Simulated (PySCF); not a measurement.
A structure optimised at PBE-D3(BJ)/def2-SVP, used in a PySCF frequency run:

```
Bi
I 1 2.8314
I 1 2.8314 2 102.42
```
Charge 0, spin multiplicity 2.

Task: Write its SMILES, formula and point group.

Result: [I][Bi][I], BiI2, C2v

Task: What are its rotational constants (standard atomic weights)?

Result: 1.4016, 0.40881, 0.31650 GHz
